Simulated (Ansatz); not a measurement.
ZrF2Cl2 (ZrCl2F2). The state is a singlet with charge 0. Geometry relaxed at r2SCAN-D4/def2-SVP.

```
atom   x (Å)   y (Å)   z (Å)
 Zr1   0.026   0.034   0.079
  F2   0.680   1.783   0.369
  F3   0.019  -0.878   1.734
 Cl4   1.433  -1.085  -1.423
 Cl5  -2.158   0.146  -0.759
```

In the def2 sets Zr takes a core potential; there is no spin–orbit coupling.

(1) Estimate the harmonic wavenumbers at RKS r2SCAN-D4/def2-SVP (Ansatz, unscaled). Is this a minimum?

## Answers

(1) 98, 120, 130, 148, 160, 398, 430, 699, 712 cm⁻¹. Yes, no mode is imaginary beyond noise. Zero-point energy 17.3 kJ/mol. It took 39 s on 4 threads of Arm Neoverse V1 on a shared host.
